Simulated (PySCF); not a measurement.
Correlation energy of P³⁺ (phosphorus, charge +3)

[Ne] 3s2, closed-shell 1S. Computed with PySCF 2.14 in dyall-acv3z (19s12p6d4f, 113 functions), with no relativity, point nucleus. Frozen: 1s2; 10 electrons correlated; the 15 highest virtual orbitals of each spin left out.

```tsv
level	correlation energy (mhartree)
CCSD	-348.42
(T)	-3.41
CCSD(T)	-351.83
```

Diagnostics: T1 = 0.0042, D1 = 0.0128, largest double amplitude 0.105.

Cost of the coupled-cluster step: of the order of 25 core-seconds, for 10 correlated electrons.

Iterations:

```
CC2 = 0
CCSD nocc = 5, nmo = 97
frozen orbitals [0, 98, 99, 100, 101, 102, 103, 104, 105, 106, 107, 108, 109, 110, 111, 112]
max_cycle = 100
direct = 0
conv_tol = 1e-08
conv_tol_normt = 1e-06
diis_space = 8
diis_start_cycle = 0
Init t2, MP2 energy = -338.897973399007  E_corr(MP2) -0.334853488940142
Init E_corr(CCSD) = -0.334853488941117
cycle = 1  E_corr(CCSD) = -0.3435967600684  dE = -0.00874327113  norm(t1,t2) = 0.0368437
cycle = 2  E_corr(CCSD) = -0.346754892809223  dE = -0.00315813274  norm(t1,t2) = 0.015198
cycle = 3  E_corr(CCSD) = -0.348437306941631  dE = -0.00168241413  norm(t1,t2) = 0.00660343
cycle = 4  E_corr(CCSD) = -0.348428477769935  dE = 8.8291717e-06  norm(t1,t2) = 0.000346362
cycle = 5  E_corr(CCSD) = -0.348420229200783  dE = 8.24856915e-06  norm(t1,t2) = 2.38653e-05
cycle = 6  E_corr(CCSD) = -0.348421398634338  dE = -1.16943356e-06  norm(t1,t2) = 3.27817e-06
cycle = 7  E_corr(CCSD) = -0.348421276343081  dE = 1.22291257e-07  norm(t1,t2) = 4.33181e-07
cycle = 8  E_corr(CCSD) = -0.348421264698363  dE = 1.16447186e-08  norm(t1,t2) = 6.46599e-08
cycle = 9  E_corr(CCSD) = -0.348421265518926  dE = -8.2056284e-10  norm(t1,t2) = 8.19091e-09
CCSD converged
E(CCSD) = -338.9115411755854  E_corr = -0.3484212655189256
CCSD(T) correction = -0.00340573242316564
```
